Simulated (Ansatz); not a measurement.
`CC[SiH2]Br` → `C[SiH2]Br` + `[CH2]` (triplet) at 600 K and 1 bar (formal loss of a carbene).

Calculated with Ansatz (gas phase, PBE0-D4/def2-TZVP geometries, no zero-point term in ΔE). CBS: MP2 limit from def2 TZ/QZ plus the TZ coupled-cluster correction, frozen cores. This one scheme is used for every species. Triplets are unrestricted, without spin–orbit coupling. For Br outer-core shells are correlated without core-valence functions, which leaves a few kJ/mol of doubt a bond. Scalar relativity is left out up to krypton. Each species was taken in one conformer, which may not be the lowest.

```csv
species,CCSD(T)/CBS energy (Eh),H − E (kJ/mol),S (J/(mol·K))
`CC[SiH2]Br`,-2942.77097,277.8,431.3
`C[SiH2]Br`,-2903.51417,189.6,377.3
`[CH2]` (triplet),-39.09499,66.5,220.8
```

H − E and S are ideal-gas, rigid-rotor, harmonic terms from PBE0-D4/def2-TZVP, for one conformer and one mirror image of each species, with the whole ground term of open shells counted as degenerate. 1 Eh = 2625.50 kJ/mol, R = 8.31446 J/(mol·K).

**Question.** By hand: ΔE, ΔH, ΔS and ΔG.

**Answer.** ΔE = (-2903.51417) + (-39.09499) − (-2942.77097) = 0.16181 Eh = 424.8 kJ/mol. Δ(H − E) = 189.6 + 66.5 − 277.8 = -21.7, so ΔH = 403.1 kJ/mol. ΔS = 377.3 + 220.8 − 431.3 = 166.8 J/(mol·K). ΔG = 403.1 − 600 × (166.8)/1000 = 303.0 kJ/mol.

**Question.** By hand: the equilibrium constant, and the temperature at which ΔG would vanish if ΔH and ΔS stayed fixed.

**Answer.** log₁₀ K = −ΔG/(RT ln 10) = -26.4. ΔG = 0 at ΔH/ΔS = 2417 K.

The number of gas molecules changes by +1, which sets the sign of ΔS. A doubt of 5 kJ/mol in ΔE shifts log₁₀ K by 0.4 here. Other conformers and mirror images would add mixing entropy, several J/(mol·K) or more a flexible species. A triplet takes part, so the spin changes. These are equilibria of isolated gas molecules and say nothing of rates. Largest T1 diagnostic: 0.011 (customary marks: 0.02 for closed shells, 0.045 for open ones).
